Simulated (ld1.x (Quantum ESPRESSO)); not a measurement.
Scattering properties, RRKJ potential for lithium

Li (Z = 3), norm-conserving RRKJ (Kleinman–Bylander form), made with ld1.x (Quantum ESPRESSO) 7.5 (PBE, fully relativistic). Core [He], reference 2s1 2p0. Waves: 2s (bound): rc 3.10 bohr; 2p (bound, empty): rc 4.20 bohr; 3d channel at 0.5 Ry: rc 4.25 bohr. Local part: the d channel. Core correction: Bessel-smoothed model core inside 1.85 bohr. rho0 = 0.001.

Open shells are filled in proportion to 2j + 1 (rel_dist='average').

The phase is arctan(r·u′/u) with u = r·R(r), unwrapped; energies in Ry, scanned from -2 to 5 Ry. A pole is an energy at which the radial function vanishes at the test radius. The pseudo phase is shifted by a multiple of π to meet the all-electron one at the reference energy, and phase errors are pseudo minus all-electron; the curves can meet again beyond the range given. Levels narrower than the energy grid can be missing from the lists of poles.

Task: For each channel, where are the poles, and over which energies does the pseudopotential scatter like the atom?

Result:

| channel | radius (bohr) | reference energy (Ry) | poles, all-electron | poles, pseudo | unbroken range about the reference energy with phases within 0.05 rad | phase error 1 Ry above the reference energy (rad) |
| --- | --- | --- | --- | --- | --- | --- |
| s | 4.57 | -0.21 | 0.07, 1.95, 4.94 | 0.07, 1.75, 3.83 | below 0.7 | -0.153 |
| p1/2 | 4.57 | -0.08 | 0.24, 1.80, 4.39 | 0.25, 2.06 | below 0.6 | +0.611 |
| p3/2 | 4.57 | -0.08 | 0.24, 1.80, 4.39 | 0.25, 2.06 | below 0.6 | +0.611 |
| d3/2 | 4.57 | 0.50 | 1.05, 3.24 | 1.06, 3.36 | below 1.8 | +0.007 |
| d5/2 | 4.57 | 0.50 | 1.05, 3.24 | 1.06, 3.36 | below 1.8 | +0.007 |

Phases in the p1/2 channel:

```
E (Ry)  all-electron  pseudo
 -2.00         1.410   1.410
 -1.52         1.383   1.383
 -1.04         1.337   1.337
 -0.56         1.220   1.220
 -0.08        -0.338  -0.338
  0.40        -1.702  -1.690
  0.88        -2.901  -2.438
  1.36        -4.561  -4.469
  1.84        -4.722  -4.669
  2.32        -4.840  -4.758
  2.80        -5.264  -4.862
  3.28        -7.560  -5.278
  3.76        -7.768  -7.525
  4.24        -7.838  -7.751
  4.72        -7.887  -7.822
```
